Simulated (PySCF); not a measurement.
## GaN: mean field, correlation and small terms against distance

State: ³Σ⁻, triplet, unpaired electrons π ↑↑. ROHF-based CCSD(T) in PySCF 2.14 with Ga cc-pwCVDZ-PP with ECP10, N aug-cc-pVDZ and Ga cc-pwCVTZ-PP with ECP10, N aug-cc-pVTZ (frozen core orbitals: 5; scalar-relativistic core potentials). Correlation energies are extrapolated as n⁻³ (n = 2, 3), Hartree–Fock as (n+1)·exp(−9√n). CV is the change on freezing 4 orbitals instead, in Ga cc-pwCVTZ-PP with ECP10, N cc-pwCVTZ. All energies in eV from Ga + N.

| R (Å) | HF/CBS | CCSD corr. | (T) | CV | total |
| --- | --- | --- | --- | --- | --- |
| 1.8455 | -0.494 | -1.344 | -0.1211 | -0.0051 | -1.965 |
| 1.9257 | -0.610 | -1.347 | -0.1264 | -0.0037 | -2.087 |
| 2.0060 | -0.620 | -1.357 | -0.1327 | -0.0025 | -2.112 |
| 2.0862 | -0.556 | -1.371 | -0.1398 | -0.0015 | -2.068 |
| 2.1865 | -0.408 | -1.394 | -0.1495 | -0.0006 | -1.952 |
| 2.2868 | -0.215 | -1.420 | -0.1602 | 0.0001 | -1.795 |

A fit to the total gives Re = 1.9899 Å, De = 2.113 eV, ωe = 511.6 cm⁻¹, Be = 0.3658 cm⁻¹ (masses 68.9256 and 14.0031 u).

Q: At R = 2.0060 Å the CCSD correlation energy is -0.408104 hartree in the smaller basis and -0.640333 in the larger. Extrapolate it.

A: (3³·E3 − 2³·E2)/(3³ − 2³) = -0.73811 hartree; the larger basis holds 86.8 % of it.

The T1 diagnostic is 0.023. The state was picked by a PBE0 search and need not be the measured ground state. Spin–orbit coupling, excitations beyond (T) and corrections to the Born–Oppenheimer picture are left out.
